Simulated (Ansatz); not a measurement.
Reaction (SMILES): [Si]Cl (Si-Cl) → Cl atom + Si atom
B3LYP-D3(BJ)/def2-TZVP geometries, fixed; electronic energies without zero-point terms.

Energies in hartree at MP2 with Ansatz (an electronic-structure program); the atomisation energy is their sum with the coefficients shown, times 627.509 kcal/mol a hartree. All functions are spherical. Cores are frozen. Open shells are unrestricted. No added dispersion term, no relativity.

| species | coefficient | part | cc-pV(D+d)Z | cc-pV(T+d)Z | cc-pV(Q+d)Z |
|---|---|---|---|---|---|
| [Si]Cl (Si-Cl) | -1 | Hartree-Fock | -748.42888 | -748.45503 | -748.46098 |
| [Si]Cl (Si-Cl) | -1 | correlation | -0.19609 | -0.26165 | -0.28710 |
| Cl atom | +1 | Hartree-Fock | -459.47140 | -459.48556 | -459.48916 |
| Cl atom | +1 | correlation | -0.11260 | -0.15854 | -0.17550 |
| Si atom | +1 | Hartree-Fock | -288.85023 | -288.85649 | -288.85845 |
| Si atom | +1 | correlation | -0.04548 | -0.05613 | -0.05985 |

### Question
Predict the atomisation energy in cc-pV(5+d)Z (X = 5): let each Hartree-Fock step shrink by the ratio of the last two, and fit each correlation energy at X = 3 and 4 to E + A/X^3. Compare with the run.

### Answer

- [Si]Cl (Si-Cl): steps -0.02615 and -0.00595, ratio 0.228, so Hartree-Fock -748.46234 (run: -748.46208); A = (-0.26165 - (-0.28710))/(1/27 - 1/64) = 1.1886, correlation -0.28710 - A/64 + A/125 = -0.29616 (run: -0.29806).
- Cl atom: steps -0.01416 and -0.00360, ratio 0.254, so Hartree-Fock -459.49007 (run: -459.48973); A = (-0.15854 - (-0.17550))/(1/27 - 1/64) = 0.7921, correlation -0.17550 - A/64 + A/125 = -0.18154 (run: -0.18264).
- Si atom: steps -0.00626 and -0.00196, ratio 0.313, so Hartree-Fock -288.85906 (run: -288.85883); A = (-0.05613 - (-0.05985))/(1/27 - 1/64) = 0.1737, correlation -0.05985 - A/64 + A/125 = -0.06117 (run: -0.06164).
Predicted 104.58 kcal/mol; the run in cc-pV(5+d)Z gives 104.98, a miss of -0.40. Keeping the value in cc-pV(Q+d)Z, 103.61, would miss by -1.37. All sums are of the energies as printed.
